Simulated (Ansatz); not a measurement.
Consider the redistribution: `[SiH3]NP` + `N#C[SiH2]CF` → `N#C[SiH2]P` + `FCN[SiH3]`.

Computed with Ansatz on PBE0-D4/def2-TZVP structures; ΔE is electronic, products minus reactants. CCSD(T)/CBS adds triple-zeta CCSD(T) − MP2 to the extrapolated MP2 energy (def2 sets, frozen cores). Functionals use def2-TZVPP. One conformer a species, not always the lowest.

`[SiH3]NP`:

Cartesian coordinates in Å:
```
Si 0.718 0.013 0.930
N -0.264 0.774 -0.268
P -1.155 -0.004 -1.496
H -0.092 -0.920 1.760
H 1.302 1.076 1.788
H 1.805 -0.780 0.294
H -0.346 1.777 -0.281
H -1.796 -1.026 -0.737
H -0.171 -0.910 -1.989
```

`N#C[SiH2]CF`:

Cartesian coordinates in Å:
```
N 0.223 -2.447 -1.648
C -0.029 -1.700 -0.807
Si -0.402 -0.454 0.509
C 0.365 1.170 -0.079
F 0.121 2.152 0.871
H -1.873 -0.355 0.631
H 0.214 -0.929 1.767
H -0.067 1.490 -1.032
H 1.447 1.072 -0.212
```

`N#C[SiH2]P`:

```xyz
8

N     2.043    1.337   -1.632
C     1.455    0.729   -0.850
Si    0.467   -0.230    0.385
P    -1.553   -0.583   -0.533
H     0.474    0.566    1.634
H     1.164   -1.521    0.590
H    -1.970    0.754   -0.297
H    -2.079   -1.053    0.702
```

`FCN[SiH3]`:

Cartesian coordinates in Å:
```
F -0.753 -1.331 1.515
C 0.446 -0.807 1.011
N 0.279 0.445 0.399
Si -0.401 0.648 -1.182
H 1.127 -0.746 1.863
H 0.814 -1.537 0.285
H 0.194 1.208 1.054
H -0.001 1.992 -1.671
H 0.178 -0.426 -2.030
H -1.885 0.554 -1.246
```

CCSD(T)/CBS gives -6.3 kcal/mol.

Problem. Another level gave -6.9 kcal/mol. Which?
A. BHLYP-D4/def2-TZVPP
B. PBE0/def2-TZVPP
C. HF/def2-TZVPP
D. LC-ωPBE/def2-TZVPP

Solution. D. LC-ωPBE -6.9, PBE0 -8.6, HF/def2-TZVPP -3.9, BHLYP-D4 -5.3 kcal/mol.

Largest T1 diagnostic among the species: 0.014.

In def2-TZVPP, CCSD(T) changes the Hartree–Fock value by −3.0 kcal/mol (the triples alone add −0.6 kcal/mol) and MP2 by −2.7 kcal/mol. From BLYP to BHLYP (50 % exact exchange), in def2-TZVPP and without D4, ΔE moves by +1.3 kcal/mol.
